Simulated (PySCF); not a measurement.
**Assignment exercise: C$_{7}$H$_{9}$NO$_{2}$**

Geometry:
```tsv
atom	x (Å)	y (Å)	z (Å)
C1	-1.410	-0.878	-0.867
N2	-1.201	0.273	-0.018
C3	-2.384	0.947	0.466
C4	0.012	0.771	0.290
O5	0.175	1.738	1.013
C6	1.208	0.046	-0.308
C7	2.533	0.598	0.181
C8	2.884	-0.500	0.867
C9	1.663	-1.219	0.474
O10	1.179	-2.300	0.642
H11	-1.342	-0.608	-1.926
H12	-0.692	-1.665	-0.648
H13	-2.408	-1.270	-0.679
H14	-2.964	0.284	1.111
H15	-3.007	1.269	-0.372
H16	-2.067	1.817	1.037
H17	1.103	-0.083	-1.386
H18	2.980	1.563	0.031
H19	3.729	-0.770	1.473
```

Calculated, not measured (PySCF 2.14.0 with density-fitted response routines): GIAO PBE0/pcSseg-1 shieldings, geometry: GFN2-xTB. Non-relativistic, no solvent model, fast rotation and ring inversion assumed for equivalent nuclei, single conformer.

Shifts are taken against calculated references (same method and geometry level): TMS for ¹³C (σref 186.93), ¹H (σref 31.72).

**Question.** Assign these signals to the numbered atoms. ¹³C{¹H} NMR (computed): δ 188.4, 175.5, 171.0, 150.4, 70.6, 36.7, 35.4.

**Answer.** 
188.4 → C9, ketone carbonyl carbon: low-lying n→π* states of the double bond to the heteroatom give a large paramagnetic term (-249 ppm)
175.5 → C7, β carbon of a C=C–C=O unit: conjugation with the carbonyl draws π density from the β position
171.0 → C4, amide carbonyl carbon: lone-pair donation from the attached heteroatom keeps it upfield of a ketone carbonyl
150.4 → C8, α carbon of a C=C–C=O unit: the olefinic region
70.6 → C6, sp3 CH α to a carbonyl
36.7 → C1, methyl carbon bonded to N: the inductive effect lowers its shielding
35.4 → C3, methyl carbon bonded to N

C1 and C3 lie closer than the usual error of such a calculation, so a measured spectrum could show them in the other order.

**Question.** Assign these signals to the numbered atoms. ¹H NMR (600 MHz, computed): δ 8.67 (m, 1H), 6.42 (d, 1H), 4.54 (m, 1H), 3.27 (s, 3H), 3.12 (s, 3H).

**Answer.** 
| δ (ppm) | atoms | environment | reason |
| --- | --- | --- | --- |
| 8.67 | H18 | hydrogen on a β carbon of a C=C–C=O unit | – |
| 6.42 | H19 | hydrogen on an α carbon of a C=C–C=O unit | attached to an sp2 carbon and in the plane of the double bond |
| 4.54 | H17 | hydrogen on an sp3 CH α to a carbonyl | – |
| 3.27 | H11/H12/H13 | hydrogen on a methyl carbon bonded to N | its carbon carries N, an electronegative neighbour |
| 3.12 | H14/H15/H16 | hydrogen on a methyl carbon bonded to N | – |

The two substituents on the amide-type nitrogen aren't averaged: C–N rotation is slow on the NMR time scale. Shifts are as computed. Against solution values, carbons near 30 ppm lie about +3 ppm off and those near 130 ppm about +5 ppm. Of 1211 compounds with measured shifts, 218 miss one by over three times the rms of a fit or turn the order of signals round; such compounds aren't used in these exercises. No couplings were computed; multiplicities are counted from neighbouring protons, with m where these are inequivalent, close in shift, in a saturated or five-membered ring or joined by F or P, and br s for small geminal =CH2 splittings.
